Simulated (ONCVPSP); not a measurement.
**Nb (Z = 41), ONCV: configuration errors across variants**

niobium (Nb), optimised norm-conserving Vanderbilt (ONCV), made with ONCVPSP 4.0.1 (revPBE, fully relativistic). Core [Ar] 3d10, reference 4s2 4p6 4d4 5s0.5 (charge +0.5). Waves: 4s+5s: rc 1.65 bohr, ncon 4, nbas 7, qcut 9 1/bohr, 2 projectors; 4p: rc 2.10 bohr, ncon 3, nbas 8, qcut 7.4 1/bohr, 2 projectors, debl 3.2 Ha; 4d: rc 1.70 bohr, ncon 3, nbas 8, qcut 5.3 1/bohr, 2 projectors, debl 1.3 Ha; f scattering state at 0.03 Ha: rc 2.15 bohr, ncon 3, nbas 6, qcut 4.9 1/bohr, 2 projectors, debl 0.9 Ha. Local part: polynomial inside 1.35 bohr (lpopt 5, dvloc0 3 Ha). Core correction: Teter function, fcfact 2.5, rcfact 1.5.

Open shells are filled in proportion to 2j + 1.

All-electron excitation energies from the reference (eV): (1) 4s2 4p6 4d4 5s1 -2.592; (2) 4s2 4p6 4d4 5s0 3.934; (3) 4s2 4p6 4d3 5s0 17.887; (4) 4s2 4p6 4d2 5s0 42.531.

2 further variants failed, have other tests or too few solved ones, and are left out.

Errors AE − PS in meV (a dash: test not solved or not reliable):

```json
{"change": "base", "(1)": "0.0", "(2)": "-0.2", "(3)": "-3.1", "(4)": "+2.3", "bound ghosts": "none", "GHOST(+) flags above zero": "none"}
{"change": "s: rc 1.62", "(1)": "0.0", "(2)": "-0.1", "(3)": "-3.0", "(4)": "+2.5", "bound ghosts": "none", "GHOST(+) flags above zero": "s"}
{"change": "s: rc 2.16", "(1)": "-0.2", "(2)": "-0.2", "(3)": "-2.9", "(4)": "+2.6", "bound ghosts": "none", "GHOST(+) flags above zero": "none"}
{"change": "s: rc 2.34", "(1)": "-0.3", "(2)": "-0.4", "(3)": "-2.8", "(4)": "+3.3", "bound ghosts": "none", "GHOST(+) flags above zero": "none"}
```

Problem. Give the same row for: s: rc 1.88.

Solution. -0.1, -0.1, -2.9, +2.5; bound ghosts: none; GHOST(+) flags above zero: none.
